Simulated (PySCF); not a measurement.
CrF₄, SMILES [Cr-]([F])([F])([F])[F] (connectivity only; charge and spin as stated), charge -1, multiplicity 4. Atoms are numbered in the order given.

```xyz
5

Cr     0.0000     0.0000     0.0000
F      0.9464     0.9464     1.2386
F      0.9464    -0.9464    -1.2386
F     -0.9464     0.9464    -1.2386
F     -0.9464    -0.9464     1.2386
```
Charge -1, spin multiplicity 4.

Geometry: B3LYP-D3(BJ)/def2-SVPD. A frequency run showed that this geometry is not a minimum. The spin state was assumed, not searched.

Method: PBE/def2-SVPD run with PySCF.

Mulliken values depend strongly on the basis, most of all with diffuse functions as here. ESP charges are fitted to the potential on shells at 1.4 to 2.0 van der Waals radii. Atomic charges (e):

```csv
atom,ESP fit,Mulliken,meta-Löwdin,Mulliken spin
Cr1,0.96,1.66,1.41,2.94
F2,-0.49,-0.67,-0.60,0.01
F3,-0.49,-0.67,-0.60,0.01
F4,-0.49,-0.67,-0.60,0.01
F5,-0.49,-0.67,-0.60,0.01
```
